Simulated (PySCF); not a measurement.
PySCF input (HF/def2-TZVPD):

```python
from pyscf import gto, scf, dft

mol = gto.M(
    atom='''
    C    -2.33644562   -0.14940499    0.02358706
    C    -0.94417253    0.32471425   -0.17080488
    C     0.10409051   -0.69663651    0.25708875
    C     1.52724300   -0.23258993    0.11755027
    O     1.86415128    0.85251551   -0.27996505
    H    -3.15541657    0.30913564   -0.51243491
    H    -2.57959490   -0.86001202    0.80274531
    H    -0.76904890    1.25468609    0.39141814
    H    -0.77619698    0.60505425   -1.21473956
    H    -0.03562917   -0.99364503    1.30479096
    H     0.00756673   -1.62907340   -0.31297138
    H     2.29081734   -0.98276636    0.41638456
    ''',
    basis='def2-tzvpd',
    charge=0,
    spin=1,
    verbose=4,
)

mf = scf.UHF(mol).density_fit(auxbasis='def2-universal-jkfit')
mf.conv_tol = 1e-9
mf.max_cycle = 100
mf.max_memory = 1500
mf.kernel()
if not mf.converged:
    mf = mf.newton()
    mf.kernel(mf.make_rdm1())
for _ in range(2):
    mo, _, stable, _ = mf.stability(return_status=True)
    if stable:
        break
    mf.kernel(mf.make_rdm1(mo, mf.mo_occ))
mf.analyze()
```

Output:

```
PySCF version 2.14.0

[INPUT] verbose = 4
[INPUT] num. atoms = 12
[INPUT] num. electrons = 39
[INPUT] charge = 0
[INPUT] spin (= nelec alpha-beta = 2S) = 1
[INPUT] symmetry False subgroup None
[INPUT] Mole.unit = angstrom
[INPUT] Symbol           X                Y                Z      unit          X                Y                Z       unit  Magmom
[INPUT]  1 C     -2.336445620000  -0.149404990000   0.023587060000 AA   -4.415242326740  -0.282334512743   0.044573083484 Bohr   0.0
[INPUT]  2 C     -0.944172530000   0.324714250000  -0.170804880000 AA   -1.784227496038   0.613621001244  -0.322774443939 Bohr   0.0
[INPUT]  3 C      0.104090510000  -0.696636510000   0.257088750000 AA    0.196702556066  -1.316452212273   0.485827327207 Bohr   0.0
[INPUT]  4 C      1.527243000000  -0.232589930000   0.117550270000 AA    2.886070995659  -0.439531267032   0.222137816169 Bohr   0.0
[INPUT]  5 O      1.864151280000   0.852515510000  -0.279965050000 AA    3.522735373957   1.611020830844  -0.529057268950 Bohr   0.0
[INPUT]  6 H     -3.155416570000   0.309135640000  -0.512434910000 AA   -5.962873126214   0.584181694942  -0.968361636566 Bohr   0.0
[INPUT]  7 H     -2.579594900000  -0.860012020000   0.802745310000 AA   -4.874727873325  -1.625187181634   1.516968783679 Bohr   0.0
[INPUT]  8 H     -0.769048900000   1.254686090000   0.391418140000 AA   -1.453291797398   2.371013082401   0.739673084787 Bohr   0.0
[INPUT]  9 H     -0.776196980000   0.605054250000  -1.214739560000 AA   -1.466799710915   1.143386823004  -2.295525081075 Bohr   0.0
[INPUT] 10 H     -0.035629170000  -0.993645030000   1.304790960000 AA   -0.067329373346  -1.877716971735   2.465697564208 Bohr   0.0
[INPUT] 11 H      0.007566730000  -1.629073400000  -0.312971380000 AA    0.014299047359  -3.078502562814  -0.591430193027 Bohr   0.0
[INPUT] 12 H      2.290817340000  -0.982766360000   0.416384560000 AA    4.329017374005  -1.857159264836   0.786852780898 Bohr   0.0

nuclear repulsion = 164.062440152196
number of shells = 101
number of NR pGTOs = 340
number of NR cGTOs = 251
basis = def2-tzvpd
ecp = {}

******** <class 'pyscf.df.df_jk.DFUHF'> ********
method = DFUHF
initial guess = minao
damping factor = 0
level_shift factor = 0
DIIS = <class 'pyscf.scf.diis.CDIIS'>
diis_start_cycle = 1
diis_space = 8
diis_damp = 0
SCF conv_tol = 1e-09
SCF conv_tol_grad = None
SCF max_cycles = 100
direct_scf = False
number electrons alpha = 20  beta = 19
Set gradient conv threshold to 3.16228e-05
******** <class 'pyscf.df.df.DF'> ********
auxbasis = def2-universal-jkfit
init E= -231.15195438593
  alpha nocc = 20  HOMO = -0.0996349200604101  LUMO = 0.00861150038286951
  beta  nocc = 19  HOMO = -0.295318755166658  LUMO = -0.0996349200604101

WARN: HOMO -0.0996349200604101 >= LUMO -0.0996349200604101

cycle= 1 E= -230.287900633052  delta_E= 0.864  |g|= 0.536  |ddm|= 2.02
  alpha nocc = 20  HOMO = -0.339438110653866  LUMO = 0.059392368362355
  beta  nocc = 19  HOMO = -0.340914825418608  LUMO = 0.0505267758467488
  HOMO = -0.339438110654  LUMO = 0.0505267758467  gap/eV = 10.61149
cycle= 2 E= -230.373520240525  delta_E= -0.0856  |g|= 0.436  |ddm|= 0.969
  alpha nocc = 20  HOMO = -0.345861401903342  LUMO = 0.0783331667550693
  beta  nocc = 19  HOMO = -0.422128500575472  LUMO = 0.0653526905559242
[...]
  beta  nocc = 19  HOMO = -0.422471944768866  LUMO = 0.0677043591067309
  HOMO = -0.356900365874  LUMO = 0.0677043591067  gap/eV = 11.55408
Extra cycle  E= -230.445348934333  delta_E= -3.27e-11  |g|= 3.28e-06  |ddm|= 8.26e-06
converged SCF energy = -230.445348934333  <S^2> = 0.76333206  2S+1 = 2.0132879
uhf_internal: lowest eigs of H = [0.08031212 0.24508515 0.37723924]
<class 'pyscf.df.df_jk.DFUHF'> wavefunction is stable in the internal stability analysis
**** SCF Summaries ****
Total Energy =                        -230.445348934332799
Nuclear Repulsion Energy =             164.062440152196189
One-electron Energy =                 -637.296736000938154
Two-electron Energy =                  242.788946914409138
Two-electron Coulomb Energy =          274.289743186026385
DFT Exchange-Correlation Energy =      -31.500796271617247
HOMO-LUMO gap [eV] =                    11.554083077375136
**** MO energy ****
                             alpha | beta                alpha | beta
MO #1   energy= -20.5576491745756  | -20.5573998125475  occ= 1 | 1
MO #2   energy= -11.3323728086629  | -11.332546462538   occ= 1 | 1
MO #3   energy= -11.2452039679872  | -11.2445796419427  occ= 1 | 1
MO #4   energy= -11.2352548221201  | -11.2342903042131  occ= 1 | 1
MO #5   energy= -11.231133971794   | -11.2114761876117  occ= 1 | 1
MO #6   energy= -1.3979501911659   | -1.39746315445933  occ= 1 | 1
MO #7   energy= -1.08948390429506  | -1.07739119086006  occ= 1 | 1
MO #8   energy= -0.983058449683703 | -0.951565604837029 occ= 1 | 1
MO #9   energy= -0.84677524821922  | -0.808154684192655 occ= 1 | 1
MO #10  energy= -0.773014797433884 | -0.765688964209922 occ= 1 | 1
MO #11  energy= -0.678770828315145 | -0.676785571414595 occ= 1 | 1
MO #12  energy= -0.649988942293197 | -0.643831764191413 occ= 1 | 1
MO #13  energy= -0.640595893862245 | -0.63419956374303  occ= 1 | 1
MO #14  energy= -0.588744257092412 | -0.580146358423399 occ= 1 | 1
MO #15  energy= -0.5468961738149   | -0.533178099294814 occ= 1 | 1
MO #16  energy= -0.543330048469959 | -0.528350927969776 occ= 1 | 1
MO #17  energy= -0.50764321944974  | -0.502937084819801 occ= 1 | 1
MO #18  energy= -0.496386029536796 | -0.491038672001674 occ= 1 | 1
MO #19  energy= -0.424198158196972 | -0.422471944768866 occ= 1 | 1
MO #20  energy= -0.356900365874314 | 0.0677043591067309 occ= 1 | 0
MO #21  energy= 0.0671283500733514 | 0.0828209360787132 occ= 0 | 0
MO #22  energy= 0.0809057776462731 | 0.0841986616458205 occ= 0 | 0
MO #23  energy= 0.0851608180875823 | 0.100477662357431  occ= 0 | 0
MO #24  energy= 0.111592402078938  | 0.113386233432768  occ= 0 | 0
MO #25  energy= 0.112797544476509  | 0.114024925451747  occ= 0 | 0
MO #26  energy= 0.128360040904955  | 0.129348948047972  occ= 0 | 0
MO #27  energy= 0.131707904655387  | 0.137989142687413  occ= 0 | 0
MO #28  energy= 0.150500865731793  | 0.151519151612275  occ= 0 | 0
MO #29  energy= 0.156568538376761  | 0.162812045519113  occ= 0 | 0
MO #30  energy= 0.165029022360737  | 0.166751867008065  occ= 0 | 0
MO #31  energy= 0.170077052884669  | 0.171535081348848  occ= 0 | 0
MO #32  energy= 0.184163861197222  | 0.187731485464769  occ= 0 | 0
MO #33  energy= 0.200603190017735  | 0.204096932299514  occ= 0 | 0
MO #34  energy= 0.221464145731316  | 0.231165094061807  occ= 0 | 0
MO #35  energy= 0.236071343602238  | 0.24269819044645   occ= 0 | 0
MO #36  energy= 0.243052799374162  | 0.244875610913191  occ= 0 | 0
MO #37  energy= 0.25084399017587   | 0.263899045466604  occ= 0 | 0
MO #38  energy= 0.263056209022824  | 0.266363143052277  occ= 0 | 0
MO #39  energy= 0.26852445250321   | 0.27645642462637   occ= 0 | 0
MO #40  energy= 0.28078592684822   | 0.282443412343918  occ= 0 | 0
MO #41  energy= 0.286605535033362  | 0.292413635377973  occ= 0 | 0
MO #42  energy= 0.294337653798262  | 0.29892127080757   occ= 0 | 0
MO #43  energy= 0.305088447264458  | 0.307041185728576  occ= 0 | 0
MO #44  energy= 0.311748304051255  | 0.313162688231245  occ= 0 | 0
MO #45  energy= 0.316503030477678  | 0.320630232075969  occ= 0 | 0
MO #46  energy= 0.32170274595438   | 0.330113749216425  occ= 0 | 0
MO #47  energy= 0.340547013623606  | 0.34329530507008   occ= 0 | 0
MO #48  energy= 0.361492639764413  | 0.36383540886751   occ= 0 | 0
MO #49  energy= 0.36324071924886   | 0.365941497566958  occ= 0 | 0
MO #50  energy= 0.366384216204164  | 0.367790336012983  occ= 0 | 0
MO #51  energy= 0.374615150018848  | 0.379593140267456  occ= 0 | 0
MO #52  energy= 0.382097626886754  | 0.383439184235787  occ= 0 | 0
MO #53  energy= 0.386877962645138  | 0.389522312994491  occ= 0 | 0
MO #54  energy= 0.396273804213912  | 0.39873152897586   occ= 0 | 0
MO #55  energy= 0.401839416586081  | 0.404779823228085  occ= 0 | 0
MO #56  energy= 0.404685186639187  | 0.412036407169239  occ= 0 | 0
MO #57  energy= 0.417925277486193  | 0.421219000340101  occ= 0 | 0
MO #58  energy= 0.431065317556049  | 0.434140623289426  occ= 0 | 0
MO #59  energy= 0.438372465083797  | 0.441278307617992  occ= 0 | 0
MO #60  energy= 0.441044505972461  | 0.444105832470102  occ= 0 | 0
MO #61  energy= 0.452197731344645  | 0.455756820991602  occ= 0 | 0
MO #62  energy= 0.457203949929371  | 0.458436448739641  occ= 0 | 0
MO #63  energy= 0.463665333089741  | 0.472622096499596  occ= 0 | 0
MO #64  energy= 0.47141318895701   | 0.473620055776427  occ= 0 | 0
MO #65  energy= 0.478760091833839  | 0.48476204347778   occ= 0 | 0
MO #66  energy= 0.486261609077845  | 0.49119107096854   occ= 0 | 0
MO #67  energy= 0.493489434021702  | 0.496589654895718  occ= 0 | 0
MO #68  energy= 0.507105299028036  | 0.511134132108875  occ= 0 | 0
MO #69  energy= 0.509367646873689  | 0.51960017687601   occ= 0 | 0
MO #70  energy= 0.519360987102798  | 0.52188100450151   occ= 0 | 0
MO #71  energy= 0.519789565052212  | 0.523773981181035  occ= 0 | 0
MO #72  energy= 0.532429008122444  | 0.538306391283657  occ= 0 | 0
MO #73  energy= 0.549603866996929  | 0.552454755632552  occ= 0 | 0
MO #74  energy= 0.553155122133185  | 0.557838811764595  occ= 0 | 0
MO #75  energy= 0.57013686864774   | 0.57168466725915   occ= 0 | 0
MO #76  energy= 0.582592960687732  | 0.585939812991678  occ= 0 | 0
MO #77  energy= 0.586063619920996  | 0.587974893280074  occ= 0 | 0
MO #78  energy= 0.610536966872456  | 0.617060023471199  occ= 0 | 0
MO #79  energy= 0.619181557366759  | 0.621210653271407  occ= 0 | 0
MO #80  energy= 0.61965327801566   | 0.622066310761842  occ= 0 | 0
MO #81  energy= 0.642145378193877  | 0.647750257305168  occ= 0 | 0
MO #82  energy= 0.644656647100507  | 0.659024308624885  occ= 0 | 0
MO #83  energy= 0.658524595482289  | 0.663711183570484  occ= 0 | 0
MO #84  energy= 0.668869247690642  | 0.676169571949219  occ= 0 | 0
MO #85  energy= 0.683222393298076  | 0.696088183741606  occ= 0 | 0
MO #86  energy= 0.710355112302462  | 0.711349464059698  occ= 0 | 0
MO #87  energy= 0.712220011067725  | 0.71650117976799   occ= 0 | 0
MO #88  energy= 0.740987712017217  | 0.743509145161247  occ= 0 | 0
MO #89  energy= 0.748414756863173  | 0.750165982524255  occ= 0 | 0
MO #90  energy= 0.762528421860985  | 0.769493113710647  occ= 0 | 0
MO #91  energy= 0.778118761371652  | 0.781329230103256  occ= 0 | 0
MO #92  energy= 0.79247939644561   | 0.800247044644397  occ= 0 | 0
MO #93  energy= 0.806639523473758  | 0.811223098354751  occ= 0 | 0
MO #94  energy= 0.822828570582444  | 0.828380575190429  occ= 0 | 0
MO #95  energy= 0.832647913854687  | 0.836335422385842  occ= 0 | 0
MO #96  energy= 0.841430234355034  | 0.844588420366549  occ= 0 | 0
MO #97  energy= 0.853586548750784  | 0.85544966201947   occ= 0 | 0
MO #98  energy= 0.861020537552499  | 0.865621897077193  occ= 0 | 0
MO #99  energy= 0.863882734152183  | 0.866355366581572  occ= 0 | 0
MO #100 energy= 0.883466404027176  | 0.888843917472686  occ= 0 | 0
MO #101 energy= 0.889493402371272  | 0.893396519865281  occ= 0 | 0
MO #102 energy= 0.903422152171104  | 0.907578043048681  occ= 0 | 0
MO #103 energy= 0.919742436835595  | 0.925307572753077  occ= 0 | 0
MO #104 energy= 0.92419164913196   | 0.931789905510329  occ= 0 | 0
[...]
```

It need not be the lowest isomer of its formula.
